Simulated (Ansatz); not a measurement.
Gas-phase electronic energies from Ansatz, PBE0-D4/def2-TZVP geometries. CCSD(T)/CBS is the MP2 limit (def2-TZVPP, def2-QZVPP) plus CCSD(T) − MP2 in def2-TZVPP, frozen cores. This one scheme is used for every species. Each species was taken in one conformer, which may not be the lowest.

`C[SiH](O)[SiH](O)O` + `NC=O` → `C[SiH](N)O` + `O=C[SiH](O)O`  (formal exchange of groups at the Si–Si bond)

`C[SiH](O)[SiH](O)O`:

```xyz
14

C    -1.455    0.743    1.439
Si   -0.517   -0.536    0.452
O    -1.363   -1.013   -0.905
Si    1.419    0.299   -0.580
O     2.577   -0.863   -0.430
O     0.999    0.617   -2.142
H    -1.667    1.630    0.838
H    -0.865    1.055    2.306
H    -2.404    0.345    1.810
H    -0.268   -1.715    1.333
H    -2.154   -1.539   -0.785
H     1.952    1.592   -0.069
H     3.449   -0.670   -0.781
H     0.298    0.055   -2.486
```

`NC=O`:

```xyz
6

N     0.465    0.113   -0.500
C    -0.444   -0.103    0.476
O    -1.171    0.739    0.942
H     0.565    1.037   -0.885
H     1.043   -0.630   -0.846
H    -0.457   -1.157    0.814
```

`C[SiH](N)O`:

Cartesian coordinates in Å:
```
C -0.874 -1.101 -0.393
Si 0.010 0.534 -0.290
N 1.506 0.240 0.497
O -0.838 1.684 0.535
H -1.872 -0.965 -0.816
H -0.333 -1.803 -1.033
H -0.985 -1.558 0.594
H 0.136 1.144 -1.639
H 2.225 0.943 0.544
H 1.899 -0.687 0.515
H -0.874 1.570 1.486
```

`O=C[SiH](O)O`:

Cartesian coordinates in Å:
```
O 0.915 -1.812 0.501
C 1.017 -0.877 -0.264
Si -0.450 0.369 -0.370
O 0.025 1.884 0.017
O -1.519 -0.269 0.686
H 1.953 -0.770 -0.859
H -0.989 0.477 -1.742
H 0.236 2.073 0.932
H -1.187 -1.076 1.099
```

```
             species  CCSD(T)/CBS(def2) energy (Eh)
`C[SiH](O)[SiH](O)O`                     -846.70982
              `NC=O`                     -169.73435
        `C[SiH](N)O`                     -461.32134
      `O=C[SiH](O)O`                     -555.13705
```

Q: Work out ΔE.

A: ΔE = (-461.32134) + (-555.13705) − (-846.70982) − (-169.73435) = -0.01422 Eh = -37.3 kJ/mol.

Largest T1 diagnostic among the species: 0.016.

From PBE to PBE0 (25 % exact exchange), in def2-TZVPP and without D4, ΔE moves by −8.0 kJ/mol.
